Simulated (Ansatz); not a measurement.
Gas-phase electronic energies from Ansatz, PBE0-D4/def2-TZVP geometries. CCSD(T)/CBS adds triple-zeta CCSD(T) − MP2 to the extrapolated MP2 energy (def2 sets, frozen cores). Functionals use def2-TZVPP. For Ge outer-core shells are correlated without core-valence functions, which leaves a few kJ/mol of doubt a bond. Scalar relativity is left out up to krypton. One conformer a species, not always the lowest.

Reaction (formal exchange of groups at a B–N bond): `CN(C)B(O)F` + GeH₄ → `O[B](F)[GeH3]` + `CNC`

```
             level  ΔE (kJ/mol)
            revPBE         94.1
RPA@PBE/def2-TZVPP        111.3
```

**Question.** What does CCSD(T)/CBS give? (Estimate.)

**Answer.** Computed: +112.9 kJ/mol. The listed levels differ from it by -18.8, -1.6 kJ/mol.

Largest T1 diagnostic among the species: 0.013.

From BLYP to BHLYP (50 % exact exchange), in def2-TZVPP and without D4, ΔE moves by +17.2 kJ/mol. In def2-TZVPP, CCSD(T) changes the Hartree–Fock value by −8.8 kJ/mol (the triples alone add −0.9 kJ/mol) and MP2 by −6.0 kJ/mol. At CCSD(T), def2-SVP lies +20.9 kJ/mol from the extrapolated value and def2-TZVPP +2.7 kJ/mol.
